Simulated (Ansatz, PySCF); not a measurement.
Si(AsH2)2(F)(H) (As₂FH₅Si), SMILES F[SiH]([AsH2])[AsH2]. Atoms are numbered in the order given.

```xyz
9

Si     0.3656    -0.7975     0.2224
F      0.7613    -1.7814    -1.0193
As    -1.9697    -0.4405     0.1503
As     1.5919     1.2015    -0.0663
H      0.6896    -1.5300     1.4826
H     -1.8689     0.4417     1.3931
H     -1.8270     0.7551    -0.7865
H      1.1028     1.6945     1.2933
H      2.8606     0.6049     0.5371
```
Charge 0, spin multiplicity 1.

The structure is a stationary point at PBE0-D3(BJ)/def2-SVP.

Two levels are set side by side: PBE-D3(BJ)/def2-SVP (Ansatz, an electronic-structure program) and PBE0-D3(BJ)/def2-SVP (Ansatz). Each level has its own optimised geometry; the coordinates shown are those of the second. Frequencies come from the Hessian of PySCF at each geometry. Differences are taken from unrounded values.

```
quantity                            PBE0-D3(BJ)
----------------------------------  -----------
mean bond length (Å)                      1.745
bond Si1–F2 (Å)                           1.633
bond Si1–As3 (Å)                          2.364
bond Si1–As4 (Å)                          2.363
bond Si1–H5 (Å)                           1.493
bond As3–H6 (Å)                           1.527
bond As3–H7 (Å)                           1.526
bond As4–H8 (Å)                           1.527
bond As4–H9 (Å)                           1.526
highest harmonic wavenumber (cm⁻¹)         2230
mean harmonic wavenumber (cm⁻¹)             921
zero-point energy (kcal/mol)              27.65
```

Task: What does PBE-D3(BJ) give, and how far is it from PBE0-D3(BJ)? (Estimate from the structure and the level; the computed values follow.)

Result: 
| quantity | PBE-D3(BJ) | PBE-D3(BJ) minus PBE0-D3(BJ) |
|---|---|---|
| mean bond length (Å) | 1.762 | 0.017 |
| bond Si1–F2 (Å) | 1.648 | 0.015 |
| bond Si1–As3 (Å) | 2.385 | 0.022 |
| bond Si1–As4 (Å) | 2.384 | 0.022 |
| bond Si1–H5 (Å) | 1.506 | 0.013 |
| bond As3–H6 (Å) | 1.543 | 0.016 |
| bond As3–H7 (Å) | 1.542 | 0.016 |
| bond As4–H8 (Å) | 1.542 | 0.016 |
| bond As4–H9 (Å) | 1.542 | 0.016 |
| highest harmonic wavenumber (cm⁻¹) | 2144 | -86 |
| mean harmonic wavenumber (cm⁻¹) | 884 | -37 |
| zero-point energy (kcal/mol) | 26.52 | -1.12 |

Exact exchange shortens and stiffens bonds; PBE has none. Differences between two approximate levels are no errors against the true value.
